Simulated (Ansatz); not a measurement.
Geometry optimisation, UKS PBE0-D4/def2-SVP (Ansatz 0.2.0).

The input (input.yaml):

```yaml
crystal:
  periodic: [false, false, false]
  atoms:
    - { symbol: In, position_ang: [1.595169, -1.93168, 0.19962] }
    - { symbol: H, position_ang: [0.114045, -1.225683, 1.038955] }
    - { symbol: Cl, position_ang: [-0.88097, -2.070434, -0.453147] }
    - { symbol: Cl, position_ang: [0.284966, -0.659016, 2.285102] }
    - { symbol: H, position_ang: [0.652108, 1.468884, -0.477452] }
    - { symbol: O, position_ang: [1.523972, 1.26836, -0.849656] }
    - { symbol: H, position_ang: [-1.229318, 0.041205, 0.45532] }
    - { symbol: O, position_ang: [-1.444962, 0.946459, 0.180887] }
    - { symbol: H, position_ang: [1.394816, 1.377088, -1.797265] }
    - { symbol: H, position_ang: [-2.009827, 0.784717, -0.582363] }
magnetization:
  spin_polarized: true
basis:
  gaussian: { orbitals: def2-SVP }
hamiltonian:
  xc: pbe0
  dispersion: d4
relax:
  f_tol: 0.03
  max_steps: 50
output:
  orbitals: {}
```

Launched with:

```bash
$ ansatz run input.yaml --threads 4 --pin off --max-ram 5120MiB --backend cpu --events-out ev --progress --plain --runs-dir out
```

Problem. Where does it end, and by what steps?

Solution. The run converged. The force dipped under the threshold on the way, but the program's further checks kept it going. After 30 steps the energy has fallen by 1.839 eV; H9 moved furthest, 2.08 Å. Parted: In1–H2 (1.84 → 2.95 Å), In1–Cl4 (2.77 → 3.43 Å). Joined: In1–O6 (3.37 → 2.44 Å).

```json
{"step": "0", "energy less start (eV)": "0.0000", "largest force component (eV/Å)": "2.659", "accepted": "yes"}
{"step": "2", "energy less start (eV)": "-1.1245", "largest force component (eV/Å)": "0.727", "accepted": "yes"}
{"step": "4", "energy less start (eV)": "-1.5188", "largest force component (eV/Å)": "0.307", "accepted": "yes"}
{"step": "6", "energy less start (eV)": "-1.6533", "largest force component (eV/Å)": "0.532", "accepted": "yes"}
{"step": "8", "energy less start (eV)": "-1.6949", "largest force component (eV/Å)": "0.139", "accepted": "yes"}
{"step": "10", "energy less start (eV)": "-1.7083", "largest force component (eV/Å)": "0.124", "accepted": "yes"}
{"step": "12", "energy less start (eV)": "-1.7236", "largest force component (eV/Å)": "0.154", "accepted": "yes"}
{"step": "14", "energy less start (eV)": "-1.7655", "largest force component (eV/Å)": "0.353", "accepted": "yes"}
{"step": "16", "energy less start (eV)": "-1.7738", "largest force component (eV/Å)": "0.096", "accepted": "yes"}
{"step": "18", "energy less start (eV)": "-1.7587", "largest force component (eV/Å)": "1.041", "accepted": "no"}
{"step": "20", "energy less start (eV)": "-1.7869", "largest force component (eV/Å)": "0.025", "accepted": "yes"}
{"step": "22", "energy less start (eV)": "-1.7957", "largest force component (eV/Å)": "0.523", "accepted": "yes"}
{"step": "24", "energy less start (eV)": "-1.8208", "largest force component (eV/Å)": "0.098", "accepted": "yes"}
{"step": "26", "energy less start (eV)": "-1.8271", "largest force component (eV/Å)": "0.117", "accepted": "yes"}
{"step": "28", "energy less start (eV)": "-1.8365", "largest force component (eV/Å)": "0.308", "accepted": "yes"}
{"step": "30", "energy less start (eV)": "-1.8390", "largest force component (eV/Å)": "0.016", "accepted": "yes"}
```

```xyz
10
Properties=species:S:1:pos:R:3
In 1.421 -1.627 -1.031
H 0.330 -1.079 1.658
Cl -0.906 -1.848 0.264
Cl 1.427 -0.554 2.221
H 0.186 1.028 -0.703
O 1.151 0.774 -0.694
H -1.555 0.171 -0.173
O -1.448 1.088 -0.500
H 1.414 0.905 0.231
H -2.018 1.143 -1.274
```

Whether the end is a true minimum wasn't checked by a vibrational analysis.

Time of the run: 2.9 min on 4 threads of Arm Neoverse N1, with other jobs on the host, peak memory 0.47 GiB.
